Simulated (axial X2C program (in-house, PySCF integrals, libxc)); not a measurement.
**Outer orbitals of CsP at 3.278 Å, PBE0**

All values were computed with an in-house relativistic program for diatomic molecules. Spin-free means the one-electron spin-free X2C Hamiltonian; two-component (2c) means X2C with spin–orbit coupling and atomic mean-field two-electron Coulomb and Gaunt terms, so the difference of the two also holds small scalar two-electron terms. Basis: Cs dyall-cv3z [15s15p9d4f1g], P dyall-v3z [8s7p2d1f] (cores contracted in-house); Gaussian nuclei, density fitting, unrestricted open shells. Masses: Cs 132.905 u, P 30.974 u.

The distance is close to the 2c PBE0 minimum; the highest filled and lowest empty levels are listed.

Spin-free orbitals, state M_S = 1, Λ = 0 (beyond evenly filled blocks: π+α, π-α) (Löwdin shares):

```tsv
symmetry	occupied	ε (eV)	atomic character
σα	yes	-28.99	100% Cs s
σβ	yes	-28.99	100% Cs s
σα	yes	-14.95	86% Cs p, 12% P s
π-α	yes	-14.93	100% Cs p
π+α	yes	-14.93	100% Cs p
π-β	yes	-14.92	100% Cs p
π+β	yes	-14.92	100% Cs p
σβ	yes	-14.81	96% Cs p
σα	yes	-13.41	75% P s, 17% Cs p, 5% Cs d
σβ	yes	-11.22	84% P s, 7% Cs p, 6% Cs d
π+α	yes	-4.94	93% P p, 5% Cs d
π-α	yes	-4.94	93% P p, 5% Cs d
σα	yes	-4.10	84% P p, 7% Cs s, 6% Cs d
σβ	yes	-3.48	80% P p, 10% Cs s, 6% Cs d
σβ	no	-1.22	74% Cs s, 18% Cs p, 5% P p
σα	no	-1.18	81% Cs s, 14% Cs p, 3% P p
π-β	no	-1.00	75% P p, 15% Cs d, 9% Cs p
π+β	no	-1.00	75% P p, 15% Cs d, 9% Cs p
```

Spinors with spin–orbit coupling (state Ω = 1):

```csv
ω,occupied,ε (eV),atomic character,λ mixture
1/2,yes,-28.99,100% Cs s,100% σ
-1/2,yes,-28.99,100% Cs s,100% σ
1/2,yes,-16.00,98% Cs p,"68% π, 32% σ"
-1/2,yes,-15.99,99% Cs p,"70% π, 30% σ"
1/2,yes,-14.50,"80% Cs p, 18% P s","71% σ, 29% π"
3/2,yes,-14.39,100% Cs p,100% π
-3/2,yes,-14.39,100% Cs p,100% π
-1/2,yes,-14.33,97% Cs p,"70% σ, 30% π"
1/2,yes,-13.36,"68% P s, 24% Cs p, 4% Cs d","97% σ, 3% π"
-1/2,yes,-11.22,"84% P s, 7% Cs p, 6% Cs d",100% σ
-1/2,yes,-4.96,"93% P p, 5% Cs d",100% π
3/2,yes,-4.93,"93% P p, 5% Cs d",100% π
1/2,yes,-4.11,"84% P p, 7% Cs s, 6% Cs d",100% σ
-1/2,yes,-3.48,"80% P p, 10% Cs s, 7% Cs d",100% σ
-1/2,no,-1.22,"74% Cs s, 18% Cs p, 5% P p",100% σ
1/2,no,-1.19,"81% Cs s, 14% Cs p, 3% P p",100% σ
1/2,no,-1.02,"75% P p, 15% Cs d, 9% Cs p",100% π
-3/2,no,-0.99,"75% P p, 16% Cs d, 9% Cs p",100% π
```

Mulliken charges and populations of the two-component result (they depend on the basis, above all on diffuse functions):

Cs 0.62 e (s 10.17 p 24.02 d 20.18 f 0.01), P -0.62 e (s 5.97 p 9.64 d 0.01). ⟨Lz⟩ = 0.00 ħ and ⟨Sz⟩ = 1.00 ħ (0.01 and 0.99 on the two atoms), which add up to Ω.

Occupations by symmetry block were frozen at the best pattern of an incomplete PBE0 search. Density functionals use the spin component along the axis (collinear). PBE0 can misorder states that lie within some tenths of an eV, so this need not be the ground state of the molecule. The nearest other spin-free determinant of the search, M_S = 1, Λ = 1, lies 0.32 eV up at the distance of the search. With several unpaired electrons one determinant need not be a pure state. Open-shell Ω = 0 determinants with evenly filled partner blocks cannot be reached by this program, so the Ω shown need not be the lowest component. This is the Ω = 1 component of a π² triplet; the 0⁺ component is not one determinant and can lie lowest.
